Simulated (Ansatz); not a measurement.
One arrangement of a pair

The pair of Br⁻ (SMILES [Br-], atom 1) and C2H6 (SMILES CC, atoms 2–9), both closed shells, in one local arrangement (a lower one may exist), relaxed at PBE0-D4/def2-TZVPD:

```xyz
9
angstrom
Br -0.5683 -1.2004 -3.1878
C 0.5444 0.6112 0.0198
C -0.3951 -0.3011 0.7878
H 0.2737 1.6645 0.1486
H 1.5802 0.4930 0.3551
H 0.4962 0.3694 -1.0463
H -0.1267 -1.3483 0.6307
H -1.4199 -0.1886 0.4266
H -0.3845 -0.0997 1.8653
```

Computed with Ansatz 0.2.0 (basis: def2-TZVPPD, with def2-QZVPPD for the basis limit); correlated methods freeze the cores. Filled d shells of the heavier atoms are correlated. The def2 sets are not built for correlating such inner shells, so the correlated values are less sure here. B3LYP uses VWN-RPA correlation. Extrapolation: Hartree–Fock as exp(−7.88 √X), correlation as X^−2.97. Interaction energies count from these two fragments, frozen as in the pair, with the counterpoise correction; negative means bound.

(1) What is the interaction energy by CCSD(T) at an estimated basis limit (MP2 extrapolated from triple and quadruple zeta, plus CCSD(T) − MP2 in triple zeta)? (To be estimated.)

(2) Which atoms make the shortest contact between the fragments?

The T1 diagnostic stays at or below 0.008.

Results:

(1) The calculation gives: -14.9 kJ/mol. Hartree–Fock alone gives -3.8 kJ/mol at the basis limit. It counts from the two fragments frozen as in the pair.

The same quantity by other methods in triple zeta, and each one's difference from that estimate:
```json
{"method": "PBE-D4", "E_int (kJ/mol)": "-16.9", "difference": "-2.0"}
{"method": "revPBE-D4", "E_int (kJ/mol)": "-15.9", "difference": "-0.9"}
{"method": "BLYP-D4", "E_int (kJ/mol)": "-14.6", "difference": "0.3"}
{"method": "r2SCAN-D4", "E_int (kJ/mol)": "-14.6", "difference": "0.4"}
{"method": "B97M-V", "E_int (kJ/mol)": "-15.0", "difference": "-0.1"}
{"method": "PBE0-D4", "E_int (kJ/mol)": "-15.6", "difference": "-0.6"}
{"method": "B3LYP-D4", "E_int (kJ/mol)": "-14.6", "difference": "0.3"}
{"method": "HSE06-D4", "E_int (kJ/mol)": "-15.6", "difference": "-0.7"}
{"method": "wB97X-V", "E_int (kJ/mol)": "-14.2", "difference": "0.7"}
{"method": "wB97M-V", "E_int (kJ/mol)": "-14.6", "difference": "0.4"}
{"method": "B2PLYP", "E_int (kJ/mol)": "-10.5", "difference": "4.5"}
{"method": "HF", "E_int (kJ/mol)": "-3.7", "difference": "11.2"}
{"method": "MP2", "E_int (kJ/mol)": "-13.6", "difference": "1.3"}
{"method": "CCSD", "E_int (kJ/mol)": "-11.6", "difference": "3.3"}
{"method": "CCSD(T)", "E_int (kJ/mol)": "-13.1", "difference": "1.9"}
```
Differences are method less estimate.

(2) Br1 and H6, 2.86 Å apart.

Basis-set superposition shift (counterpoise-corrected less uncorrected): CCSD(T) 3.9; MP2 3.8; HF 0.3; PBE0-D4 0.3; wB97M-V 0.3 kJ/mol.

For scale, one of the runs: CCSD(T)/def2-TZVPPD, 233 basis functions, launched by `ansatz run in.yaml --threads 4 --pin off --events-out ev --progress --plain --max-ram 9574MiB`. The run took 110 s on 4 CPU threads of an Arm Neoverse V1 (shared host), with 4.2 GiB of host memory at its peak.
